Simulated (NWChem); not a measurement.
System: C$_{7}$H$_{7}$, doublet; SMILES [C]12C=CC(C=C1)C2

NWChem input:

```
start job
memory heap 200 mb stack 900 mb global 1100 mb
geometry units angstroms noautoz
  C     -0.800948    -0.370052     1.243272
  C      0.521112    -0.596063     1.246858
  C      1.103064     0.092999     0.000000
  C      0.521112    -0.596063    -1.246858
  C     -0.800948    -0.370052    -1.243272
  C     -1.041223     0.454007     0.000000
  C      0.185497     1.358226     0.000000
  H     -1.557241    -0.762531     1.924401
  H      1.098174    -1.203008     1.947442
  H      2.190802     0.249914     0.000000
  H      1.098174    -1.203008    -1.947442
  H     -1.557241    -0.762531    -1.924401
  H      0.294923     1.968868    -0.908147
  H      0.294923     1.968868     0.908147
end
basis spherical
  * library def2-svp
end
dft
  odft
  mult 2
  xc r2scan
  grid xfine
  iterations 150
  mulliken
end
task dft gradient
```

Parts of the log:

```
             Northwest Computational Chemistry Package (NWChem) 7.3.0
             --------------------------------------------------------

 CS  symmetry detected

                             Geometry "geometry" -> ""
                             -------------------------

 Output coordinates in angstroms (scale by  1.889725989 to convert to a.u.)

  No.       Tag          Charge          X              Y              Z
 ---- ---------------- ---------- -------------- -------------- --------------
    1 C                    6.0000    -0.79217217    -0.38984124    -1.24327200
    2 C                    6.0000     0.53462280    -0.58615407    -1.24685800
    3 C                    6.0000     1.10097934     0.11578242     0.00000000
    4 C                    6.0000     0.53462280    -0.58615407     1.24685800
    5 C                    6.0000    -0.79217217    -0.38984124     1.24327200
    6 C                    6.0000    -1.05086266     0.42862351     0.00000000
    7 C                    6.0000     0.15527586     1.36011899     0.00000000
    8 H                    1.0000    -1.53947545    -0.79917811    -1.92440100
    9 H                    1.0000     1.12514780    -1.18000844    -1.94744200
   10 H                    1.0000     2.18492578     0.29704569     0.00000000
   11 H                    1.0000     1.12514780    -1.18000844     1.94744200
   12 H                    1.0000    -1.53947545    -0.79917811     1.92440100
   13 H                    1.0000     0.25098340     1.97306088     0.90814700
   14 H                    1.0000     0.25098340     1.97306088    -0.90814700

 Effective nuclear repulsion energy (a.u.)     277.5055548160

      Symmetry information
      --------------------

 Group name             Cs
 Group number              2
 Group order               2
 No. of unique centers     9

                                 NWChem DFT Module
                                 -----------------

 Summary of "ao basis" -> "ao basis" (spherical)
 ------------------------------------------------------------------------------
       Tag                 Description            Shells   Functions and Types
 ---------------- ------------------------------  ------  ---------------------
 C                          def2-svp                 6       14   3s2p1d
 H                          def2-svp                 3        5   2s1p

      Symmetry analysis of basis
      --------------------------

        a'         77
        a"         56

            General Information
            -------------------
          SCF calculation type: DFT
          Wavefunction type:  spin polarized.
          No. of atoms     :    14
          No. of electrons :    49
           Alpha electrons :    25
            Beta electrons :    24
          Charge           :     0
          Spin multiplicity:     2
          Use of symmetry is: on ; symmetry adaption is: on
          Maximum number of iterations: 150
          AO basis - number of functions:   133
                     number of shells:    63
          Convergence on energy requested:  1.00D-06
          Convergence on density requested:  1.00D-05
          Convergence on gradient requested:  5.00D-04

              XC Information
              --------------
                      r^2SCAN Method XC Functional
               r^2SCAN metaGGA Exchange Functional  1.000
                     r^2SCAN Correlation Potential  1.000

             Grid Information
             ----------------
          Grid used for XC integration:  xfine
          Radial quadrature: Mura-Knowles
          Angular quadrature: Lebedev.
          Tag              B.-S. Rad. Rad. Pts. Rad. Cut. Ang. Pts.
          ---              ---------- --------- --------- ---------
          C                   0.70      100          11.0      1454
          H                   0.35      100          12.0      1202
          Grid pruning is: on
          Number of quadrature shells:   900
          Spatial weights used:  Erf1

      Superposition of Atomic Density Guess
      -------------------------------------

 Sum of atomic energies:        -266.86862677

      Non-variational initial energy
      ------------------------------

 Total energy =    -272.039341
 1-e energy   =    -907.066066
 2-e energy   =     357.521171
 HOMO         =      -0.153842
 LUMO         =      -0.026285

   Symmetry analysis of molecular orbitals - initial alpha
   -------------------------------------------------------

  Numbering of irreducible representations:

     1 a'          2 a"

  Orbital symmetries:

     1 a'          2 a"          3 a'          4 a'          5 a"
     6 a'          7 a'          8 a'          9 a"         10 a'
    11 a'         12 a"         13 a'         14 a'         15 a"
    16 a'         17 a"         18 a'         19 a'         20 a"
    21 a'         22 a"         23 a'         24 a"         25 a'
    26 a'         27 a"         28 a'         29 a"         30 a'
    31 a'         32 a'         33 a"         34 a"         35 a'

   Symmetry analysis of molecular orbitals - initial beta
   ------------------------------------------------------

  Numbering of irreducible representations:

     1 a'          2 a"

  Orbital symmetries:

     1 a'          2 a"          3 a'          4 a'          5 a"
     6 a'          7 a'          8 a'          9 a"         10 a'
    11 a'         12 a"         13 a'         14 a'         15 a"
    16 a'         17 a"         18 a'         19 a'         20 a"
    21 a'         22 a"         23 a'         24 a"         25 a'
    26 a'         27 a"         28 a'         29 a"         30 a'
    31 a'         32 a'         33 a"         34 a"         35 a'

     ---------------------------------------------
      Total Density - Mulliken Population Analysis
     ---------------------------------------------

    Atom       Charge   Shell Charges
 -----------   ------   -------------------------------------------------------
    1 C    6     6.10   1.99  0.97  0.34  1.95  0.80  0.04
    2 C    6     6.07   1.99  0.97  0.32  1.93  0.81  0.04
    3 C    6     6.14   1.99  0.94  0.37  1.90  0.90  0.04
    4 C    6     6.07   1.99  0.97  0.32  1.93  0.81  0.04
    5 C    6     6.10   1.99  0.97  0.34  1.95  0.80  0.04
    6 C    6     6.08   1.99  0.99  0.40  1.78  0.88  0.04
    7 C    6     6.10   1.99  0.97  0.27  1.95  0.88  0.04
    8 H    1     0.90   0.66  0.22  0.02
    9 H    1     0.91   0.67  0.22  0.02
   10 H    1     0.92   0.68  0.22  0.02
   11 H    1     0.91   0.67  0.22  0.02
   12 H    1     0.90   0.66  0.22  0.02
   13 H    1     0.90   0.68  0.20  0.02
   14 H    1     0.90   0.68  0.20  0.02

     --------------------------------------------
      Spin Density - Mulliken Population Analysis
     --------------------------------------------

    Atom       Charge   Shell Charges
 -----------   ------   -------------------------------------------------------
    1 C    6     0.03   0.00  0.00 -0.00  0.02  0.00  0.00
    2 C    6     0.05   0.00  0.00 -0.00  0.03  0.02  0.00
    3 C    6     0.05   0.00  0.01 -0.00  0.03  0.01  0.00
    4 C    6     0.05   0.00  0.00 -0.00  0.03  0.02  0.00
    5 C    6     0.03   0.00  0.00 -0.00  0.02  0.00  0.00
    6 C    6     0.70   0.00  0.03  0.01  0.37  0.28 -0.00
    7 C    6     0.03   0.00  0.00  0.00  0.03 -0.00  0.00
    8 H    1     0.01   0.00  0.00  0.00
    9 H    1     0.01   0.00  0.01  0.00
   10 H    1     0.02   0.01  0.01  0.00
   11 H    1     0.01   0.00  0.01  0.00
   12 H    1     0.01   0.00  0.00  0.00
   13 H    1     0.00   0.00  0.00  0.00
   14 H    1     0.00   0.00  0.00  0.00

   convergence    iter        energy       DeltaE   RMS-Dens  Diis-err
 ---------------- ----- ----------------- --------- --------- ---------
 d= 0,ls=0.0,diis     1   -270.3846007932 -5.48D+02  4.00D-03  1.07D-01
                                                     3.32D-03  1.00D-01
 d= 0,ls=0.0,diis     2   -270.4366861199 -5.21D-02  1.60D-03  1.03D-02
                                                     1.57D-03  1.12D-02
 d= 0,ls=0.0,diis     3   -270.4326295426  4.06D-03  1.03D-03  1.91D-02
                                                     9.78D-04  1.83D-02
 d= 0,ls=0.0,diis     4   -270.4414080178 -8.78D-03  3.70D-04  2.53D-03
                                                     3.35D-04  2.49D-03
 d= 0,ls=0.0,diis     5   -270.4427100803 -1.30D-03  1.27D-04  2.04D-04
                                                     1.15D-04  2.02D-04
  Resetting Diis
 d= 0,ls=0.0,diis     6   -270.4428269120 -1.17D-04  4.19D-05  7.43D-06
                                                     4.63D-05  1.17D-05
 d= 0,ls=0.0,diis     7   -270.4428342517 -7.34D-06  3.55D-05  4.47D-06
                                                     3.14D-05  3.04D-06
 d= 0,ls=0.0,diis     8   -270.4428346455 -3.94D-07  1.95D-05  6.17D-06
                                                     1.94D-05  6.97D-06
 d= 0,ls=0.0,diis     9   -270.4428383099 -3.66D-06  1.43D-05  3.31D-07
                                                     1.00D-05  1.88D-07
 d= 0,ls=0.0,diis    10   -270.4428390473 -7.37D-07  7.26D-06  2.40D-07
                                                     1.20D-05  5.50D-07
 d= 0,ls=0.0,diis    11   -270.4428395865 -5.39D-07  6.21D-06  1.65D-07
                                                     3.77D-06  6.29D-08

         Total DFT energy =     -270.442839586542
      One electron energy =     -912.906048406598
           Coulomb energy =      405.281494367708
    Exchange-Corr. energy =      -40.323840363613
 Nuclear repulsion energy =      277.505554815960

 Numeric. integr. density =       49.000000186809

                  Occupations of the irreducible representations
                  ----------------------------------------------

                     irrep           alpha         beta
                     --------     --------     --------
                     a'               16.0         15.0
                     a"                9.0          9.0

                    DFT Final Alpha Molecular Orbital Analysis
                    ------------------------------------------

 Vector   23  Occ=1.000000D+00  E=-2.524387D-01  Symmetry=a'
              MO Center= -1.7D-01, -6.0D-02,  2.0D-14, r^2= 3.2D+00
   Bfn.  Coefficient  Atom+Function         Bfn.  Coefficient  Atom+Function
  ----- ------------  ---------------      ----- ------------  ---------------
    74      0.299693   6 C  px               19     -0.235896   2 C  py
    47     -0.235896   4 C  py               77      0.227786   6 C  px
     5     -0.209406   1 C  py               61     -0.209406   5 C  py
    22     -0.156324   2 C  py               50     -0.156324   4 C  py
    89     -0.153784   7 C  py                8     -0.149641   1 C  py

 Vector   24  Occ=1.000000D+00  E=-2.110622D-01  Symmetry=a"
              MO Center= -9.9D-02, -4.1D-01, -1.5D-14, r^2= 3.2D+00
   Bfn.  Coefficient  Atom+Function         Bfn.  Coefficient  Atom+Function
  ----- ------------  ---------------      ----- ------------  ---------------
    19      0.227680   2 C  py               47     -0.227680   4 C  py
    20     -0.215448   2 C  pz               48     -0.215448   4 C  pz
     5      0.213522   1 C  py               61     -0.213522   5 C  py
     6     -0.211378   1 C  pz               62     -0.211378   5 C  pz
    22      0.169901   2 C  py               50     -0.169901   4 C  py

 Vector   25  Occ=1.000000D+00  E=-1.919593D-01  Symmetry=a'
              MO Center= -7.4D-01,  3.1D-01, -6.0D-15, r^2= 2.6D+00
   Bfn.  Coefficient  Atom+Function         Bfn.  Coefficient  Atom+Function
  ----- ------------  ---------------      ----- ------------  ---------------
    74      0.441481   6 C  px               77      0.394360   6 C  px
    75     -0.255801   6 C  py               78     -0.225805   6 C  py
    31     -0.200482   3 C  s                72     -0.152609   6 C  s
    33     -0.146095   3 C  py                5      0.141382   1 C  py
    61      0.141382   5 C  py               88     -0.127258   7 C  px

 Vector   26  Occ=0.000000D+00  E=-4.420521D-02  Symmetry=a'
              MO Center= -1.2D-01, -2.8D-01,  1.4D-14, r^2= 3.7D+00
   Bfn.  Coefficient  Atom+Function         Bfn.  Coefficient  Atom+Function
  ----- ------------  ---------------      ----- ------------  ---------------
     8      0.334317   1 C  py               64      0.334317   5 C  py
    22     -0.315977   2 C  py               50     -0.315977   4 C  py
    91      0.289789   7 C  px                5      0.276571   1 C  py
    61      0.276571   5 C  py               19     -0.257198   2 C  py
    47     -0.257198   4 C  py               88      0.204455   7 C  px

 Vector   27  Occ=0.000000D+00  E= 8.204557D-03  Symmetry=a"
              MO Center= -1.4D-01, -4.7D-01, -1.7D-14, r^2= 3.6D+00
   Bfn.  Coefficient  Atom+Function         Bfn.  Coefficient  Atom+Function
  ----- ------------  ---------------      ----- ------------  ---------------
     9      0.348949   1 C  pz               65      0.348949   5 C  pz
    23     -0.342487   2 C  pz               51     -0.342487   4 C  pz
    22      0.321404   2 C  py               50     -0.321404   4 C  py
     8     -0.306206   1 C  py               64      0.306206   5 C  py
     6      0.241326   1 C  pz               62      0.241326   5 C  pz

 Vector   28  Occ=0.000000D+00  E= 8.394633D-02  Symmetry=a'
              MO Center=  8.8D-01,  5.9D-02,  4.4D-14, r^2= 8.2D+00
   Bfn.  Coefficient  Atom+Function         Bfn.  Coefficient  Atom+Function
  ----- ------------  ---------------      ----- ------------  ---------------
    87      1.439739   7 C  s               110     -1.130524  10 H  s
   105     -0.668004   9 H  s               115     -0.668004  11 H  s
    35      0.604429   3 C  px              125     -0.601032  13 H  s
   130     -0.601032  14 H  s                73     -0.569670   6 C  s
   100     -0.563067   8 H  s               120     -0.563067  12 H  s

                     DFT Final Beta Molecular Orbital Analysis
                     -----------------------------------------

[...]

                         DFT ENERGY GRADIENTS

    atom               coordinates                        gradient
                 x          y          z           x          y          z
   1 C      -1.496988  -0.736693  -2.349443    0.004459   0.000359   0.002032
   2 C       1.010291  -1.107671  -2.356220   -0.003554   0.001753   0.002530
   3 C       2.080549   0.218797   0.000000   -0.004455  -0.000430   0.000000
   4 C       1.010291  -1.107671   2.356220   -0.003554   0.001753  -0.002530
   5 C      -1.496988  -0.736693   2.349443    0.004459   0.000359  -0.002032
   6 C      -1.985842   0.809981   0.000000    0.004827  -0.001115   0.000000
   7 C       0.293429   2.570252   0.000000   -0.000506  -0.003845   0.000000
   8 H      -2.909187  -1.510228  -3.636591    0.000482   0.000378   0.000287
   9 H       2.126221  -2.229893  -3.680132   -0.000608   0.000582   0.000364
  10 H       4.128911   0.561335   0.000000   -0.001157  -0.000010   0.000000
  11 H       2.126221  -2.229893   3.680132   -0.000608   0.000582  -0.000364
  12 H      -2.909187  -1.510228   3.636591    0.000482   0.000378  -0.000287
  13 H       0.474290   3.728544   1.716149   -0.000133  -0.000372  -0.000621
  14 H       0.474290   3.728544  -1.716149   -0.000133  -0.000372   0.000621
```

Level: r2SCAN/def2-SVP, spin-unrestricted. In the optimisation the excess spin sits in a' (Cs, its own frame). Structure relaxed at the PBE0/def2-SVP, spin-unrestricted level. No frequency run checked for a minimum. No stability test was run on the SCF state.
